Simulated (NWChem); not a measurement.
System: CH₃Si, doublet; SMILES C=[SiH]

All runs: NWChem. Spin-unrestricted. All runs use the structure optimised with PBE0/def2-SVP, spin-unrestricted. No stability test was run on the SCF state. Level B3LYP/def2-SVP: energy and gradient; each run changes one setting, and changes count from the defaults (medium grid, exact Coulomb integrals, symmetry on).

```csv
setting,size of the energy change (μHa),largest change of a gradient component (μHa/bohr),"time, defaults = 1 (rough)"
defaults,< 10,< 30,about 1
coarse grid,< 10,200,about 1
tight SCF thresholds and tolerances,< 10,< 30,about 1
symmetry off,< 10,other frame,about 1
extra-fine grid,< 10,60,2
```
